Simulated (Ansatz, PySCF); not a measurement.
Species: CCl₂F, net charge 1, singlet state. 
Geometry from a B3LYP-D3(BJ)/def2-TZVP (Ansatz, a quantum-chemistry and plane-wave program) optimisation:
```xyz
4

F     -0.0451     1.5652     0.0188
C     -0.0086     0.2968     0.0036
Cl     1.4588    -0.4250    -0.0038
Cl    -1.4319    -0.5084    -0.0074
```
Charge +1, spin multiplicity 1.

Total electronic energies in hartree. Valence correlation only, unless marked. No spin-orbit coupling. No relativistic terms. Basis-set limits of correlation are two-point, X^-3; Hartree-Fock from the larger set. The bracket is a focal-point correction in the basis named.

```csv
level,program,energy (Eh)
HF/cc-pV(T+d)Z,Ansatz,-1056.03967
HF/cc-pwCVTZ,Ansatz,-1056.04086
HF/def2-TZVPD,PySCF,-1056.03024
HF-D3(BJ)/def2-TZVPD,PySCF + dftd3,-1056.05908
PBE/def2-TZVPD,Ansatz,-1057.56823
BLYP-D3(BJ)/def2-TZVPD,Ansatz + dftd3,-1058.06517
BP86-D4/def2-TZVPD,PySCF + dftd4,-1058.16661
B3LYP/def2-TZVPD,Ansatz,-1058.09319
PBE0/def2-TZVPD,Ansatz,-1057.62884
TPSSh-D4/def2-TZVPD,PySCF + dftd4,-1058.10202
M06-2X/def2-TZVPD,PySCF,-1057.98278
HSE06-D4/def2-TZVPD,Ansatz + dftd4,-1057.61055
MP2/cc-pVTZ,Ansatz,-1056.80198
MP2/cc-pwCVTZ,Ansatz,-1056.82416
RI-MP2/aug-cc-pV(Q+d)Z,Ansatz,-1056.90041
"RI-MP2/CBS(cc-pV(T+d)Z,cc-pV(Q+d)Z)",Ansatz,-1056.9418
SCS-MP2/aug-cc-pV(T+d)Z,Ansatz,-1056.80369
CCSD/cc-pV(T+d)Z,Ansatz,-1056.83324
CCSD/cc-pVTZ,Ansatz,-1056.82745
CCSD(T)/6-31G*,Ansatz,-1056.49935
CCSD(T)/aug-cc-pV(T+d)Z,Ansatz,-1056.88838
CCSD(T)/cc-pwCVTZ,Ansatz,-1056.88645
"RI-MP2/CBS(aug-cc-pV(T+d)Z,aug-cc-pV(Q+d)Z)+[CCSD(T)-MP2]/aug-cc-pV(T+d)Z",Ansatz,-1057.0088
```

Totals of different functionals don't rank their quality; only differences between species are comparable.
